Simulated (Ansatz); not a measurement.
Breaking the Mg1–O2 bond in MgO (multiplicity 1 held). Energies count from the point at 1.739 Å.


Restricted levels (R-, RO-) in cc, def2 and unpolarised 6-31G sets keep to the state of the molecule at rest. U- levels take the lowest unrestricted solution at each point, which mixes spins at long bonds. Levels need not reach the same state.

Correlated levels freeze the cores.

Programs: Ansatz (an electronic-structure program) with Gaussian orbitals. Each number belongs to the level named beside it.

Energies in kJ/mol.

| R (Å) | U-HF/def2-SVPD | R-MP2/def2-SVPD | U-MP2/def2-SVPD | R-SCS-MP2/def2-SVPD |
|---|---|---|---|---|
| 1.392 | 346 | 339 | 349 | 340 |
| 1.565 | 107 | 76 | 100 | 79 |
| 1.739 | 0 | 0 | 0 | 0 |
| 1.913 | -18 | 32 | -27 | 24 |
| 2.087 | 6 | 118 | -11 | 102 |
| 2.348 | 71 | 259 | 43 | 233 |
| 2.609 | 143 | 370 | 107 | 337 |
| 3.044 | 209 | 483 | 285 | 442 |
| 3.479 | 213 | 536 | 303 | 490 |
| 4.001 | 213 | 560 | 306 | 512 |
| 4.696 | 212 | 568 | 306 | 519 |
| 5.566 | 212 | 570 | 307 | 520 |
| 6.958 | 212 | 571 | 307 | 521 |

Doubts at one or more of the structures used: a spin-contaminated determinant (U-HF/def2-SVPD, U-MP2/def2-SVPD); a restricted determinant that unrestricted orbitals would lower (R-MP2/def2-SVPD, R-SCS-MP2/def2-SVPD).
